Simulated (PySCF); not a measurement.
This PySCF input asks for the NMR shieldings of SMILES C#C[P+](C)(C)CC, [C6H12P]+; the geometry comes from GFN2-xTB.

```python
import basis_set_exchange as bse
import numpy as np
from pyscf import gto, dft
from pyscf.prop import nmr

atoms = """
C    -0.498912    1.921940    2.142483
C    -0.489194    1.051408    1.313228
P    -0.448081   -0.210417    0.105495
C    -1.359863   -1.637927    0.737317
C    -1.246430    0.422261   -1.387784
C     1.293703   -0.653797   -0.191743
C     2.118297    0.546185   -0.648269
H    -0.515155    2.683829    2.870692
H    -0.909702   -1.983112    1.667742
H    -2.396720   -1.358810    0.924199
H    -1.330198   -2.442199    0.002176
H    -1.235608   -0.346589   -2.160421
H    -2.278043    0.691207   -1.160521
H    -0.721401    1.306887   -1.746352
H     1.688944   -1.057287    0.745627
H     1.314321   -1.452035   -0.939583
H     1.812616    0.888513   -1.633821
H     2.024248    1.371767    0.054818
H     3.167373    0.267427   -0.702743
"""
names = dict.fromkeys(["C", "P", "H"], "pcSseg-1")
basis = {el: gto.basis.parse(bse.get_basis(n, elements=[el], fmt="nwchem")) for el, n in names.items()}
mol = gto.M(atom=atoms, basis=basis, charge=1, verbose=0)
mf = dft.RKS(mol, xc="PBE0")
mf.grids.level = 2
mf.grids.alignment = dft.numint.BLKSIZE   # the property module wants whole blocks of grid points
mf.conv_tol = 1e-9
mf.kernel()

calc = nmr.RKS(mf)   # GIAO
C = mf.mo_coeff
Co = C[:, mf.mo_occ > 0]
resp = mf.gen_response(singlet=True, hermi=2)
def vind(x):   # induced exchange potential for any number of trial vectors
    d = np.einsum("pi,xij,qj->xpq", C, 2 * x.reshape(-1, C.shape[1], Co.shape[1]), Co, optimize=True)
    return np.einsum("xpq,pi,qj->xij", resp(d - d.transpose(0, 2, 1)), C, Co, optimize=True).ravel()
mo1, _ = nmr.rhf.solve_mo1(calc, with_cphf=vind)
sigma = calc.kernel(mo1)
for i, s in enumerate(sigma):   # ppm
    w = np.linalg.eigvalsh((s + s.T) / 2)
    print("%2d %-2s iso %8.1f  s11 %8.1f  s22 %8.1f  s33 %8.1f" % (i, mol.atom_pure_symbol(i), w.mean(), *w))
```

Problem. What does it print?

Solution. 
```
 0 C  iso     67.6  s11    -16.4  s22    -10.4  s33    229.6
 1 C  iso    119.0  s11     29.0  s22     34.4  s33    293.7
 2 P  iso    316.6  s11    304.5  s22    306.4  s33    338.9
 3 C  iso    172.0  s11    161.8  s22    164.1  s33    190.1
 4 C  iso    175.3  s11    161.8  s22    172.9  s33    191.3
 5 C  iso    160.8  s11    148.5  s22    158.6  s33    175.2
 6 C  iso    178.9  s11    172.7  s22    174.9  s33    189.2
 7 H  iso     28.3  s11     23.3  s22     23.5  s33     38.0
 8 H  iso     29.4  s11     24.8  s22     26.9  s33     36.5
 9 H  iso     29.4  s11     24.7  s22     26.7  s33     36.7
10 H  iso     29.8  s11     25.1  s22     27.0  s33     37.2
11 H  iso     30.0  s11     25.5  s22     26.7  s33     37.8
12 H  iso     29.5  s11     24.9  s22     26.9  s33     36.6
13 H  iso     29.2  s11     24.2  s22     27.8  s33     35.7
14 H  iso     29.2  s11     24.1  s22     28.2  s33     35.4
15 H  iso     29.5  s11     24.6  s22     28.1  s33     35.7
16 H  iso     30.4  s11     25.3  s22     29.2  s33     36.9
17 H  iso     30.1  s11     24.7  s22     29.9  s33     35.7
18 H  iso     29.6  s11     24.3  s22     26.2  s33     38.2
```

These numbers come from an equivalent density-fitted implementation of the same equations, which agrees with the script to about 0.01 ppm for H and up to a few tenths of a ppm for heavy atoms, so last digits may differ.

Problem. Turn these shieldings into chemical shifts. References, each an isolated molecule treated in the same way: $^{13}$C (σ = 186.93 ppm) and $^{1}$H (σ = 31.72 ppm) against TMS; $^{31}$P (σ = 318.38 ppm) against H3PO4.

Solution. Averaging equivalent atoms: C 0: 119.3; C 1: 67.9; C 5: 26.2; C 3/4: 13.3; C 6: 8.0; P 2: 1.7; H 7: 3.46; H 14/15: 2.36; H 8/9/10/11/12/13: 2.17; H 16/17/18: 1.68 ppm. Experimental scales use liquid or dissolved standards, which lie at an offset from isolated H3PO4.

Size and cost of the density-fitted run: 186 basis functions, 22 s wall time on 1 thread of an Arm Neoverse V2, shared host; peak memory 0.84 GiB.
